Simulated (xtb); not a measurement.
C3H4ClNSi, SMILES Cl[Si@@H]1N=CC=C1. All values are semi-empirical tight-binding results from xtb (GFN2-xTB unless named), good for trends rather than for accurate numbers. Coordinates come from a GFN2-xTB optimisation. The structure was generated by enumeration; whether it is a known compound was not checked.

* **orbital gap**: 2.12 eV
* **dipole moment**: 2.86 D
* **zero-point energy**: 39.2 kcal/mol
* **G − E(el) at 298.15 K (modified RRHO)**: 19.8 kcal/mol
* **static polarisability (D4 model)**: 79.2 bohr³
* **solvation energy, GFN2-xTB/ALPB(water)**: -2.0 kcal/mol
* **solvation energy, GFN2-xTB/ALPB(benzene)**: -4.4 kcal/mol
